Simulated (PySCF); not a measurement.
Calculated properties of `C[SiH](C)O[SiH](P)P`

Compound: C2H12OP2Si2.
Geometry (GFN2-xTB, Å), atoms numbered from 1 in this order:
```
atom  x, y, z in Å
C1    -2.4672    0.4089    1.4111
Si2   -1.2833    0.3930   -0.0698
C3    -1.4665   -1.1903   -1.1040
O4     0.2198    0.4336    0.5821
Si5    1.8327    0.3420    0.4689
P6     2.5100    1.8886   -1.0176
P7     2.5465   -1.7014   -0.1802
H8    -2.3501   -0.4771    2.0296
H9    -2.2935    1.2736    2.0442
H10   -3.4995    0.4444    1.0782
H11   -1.3938    1.5930   -0.9059
H12   -1.3455   -2.0831   -0.4944
H13   -2.4439   -1.2461   -1.5731
H14   -0.7215   -1.2312   -1.8943
H15    2.2405    0.5468    1.8626
H16    3.8548    1.5967   -0.8630
H17    2.5572    2.9137   -0.0904
H18    1.3780   -2.3340    0.1988
H19    2.1154   -1.5618   -1.4901
```

Structural features include: Si–H bond, siloxane link and C–Si bond.

**GFN2-xTB geometry**

| Quantity | Value |
| --- | --- |
| Point group of the GFN2-xTB geometry | C1 |
| Rotational constants A, B, C of the GFN2-xTB geometry | 1.451, 0.707, 0.574 GHz |

**PBE0/pcSseg-1 ground state and GIAO shieldings, non-relativistic (PySCF)**

| Quantity | Value |
| --- | --- |
| Dipole moment | 1.23 D |
| HOMO energy | -7.31 eV |
| LUMO energy | -0.02 eV |
| HOMO–LUMO gap | 7.29 eV |
| Lowest Hirshfeld atomic charge | -0.31 e on O4 |
| Highest Hirshfeld atomic charge | +0.44 e on Si2 |
| 13C chemical shifts (computed TMS as zero) by class | 2.3 (C1/C3) ppm |
| 1H chemical shifts (computed TMS as zero) by class | 6.19 (H15), 5.29 (H11), 1.40 (H16/H17/H18/H19), 0.22 (H8/H9/H10/H12/H13/H14) ppm |
| Isotropic shieldings of nuclei other than C and H, by class | 266 (O4), 346 (Si5), 352 (Si2), 586 (P6/P7) ppm |
| Mayer bond orders between heavy atoms | C1–Si2 0.95, Si2–C3 0.94, Si2–O4 0.88, O4–Si5 0.95, Si5–P6 0.99, Si5–P7 0.99 |

Monoisotopic mass (most abundant isotopes): 169.9902 u.

The rotational constants make it an asymmetric top with κ = (2B − A − C)/(A − C) = -0.70, nearer the prolate limit (−1). A dipole of 1.23 D is allowed in C1, and pure rotational transitions are dipole-allowed. The dipole equals about 4.1 × 10⁻³⁰ C·m (1 D = 3.33564 × 10⁻³⁰ C·m). With B = h/(8π²I), that is 505.379 GHz u Å² over I, the principal moments of inertia are 348.2, 714.6 and 880.8 u Å² (most abundant isotopes); the inertial defect Ic − Ia − Ib is -182.0 u Å² (zero for a rigid planar frame, negative otherwise).

One conformer (not necessarily the lowest) at the GFN2-xTB geometry, without solvent or vibrations. NMR classes are plain means over equivalent atoms (diastereotopic ones count apart unless rotation or inversion swaps them), as if these changed places fast; in this geometry the members of some classes differ.
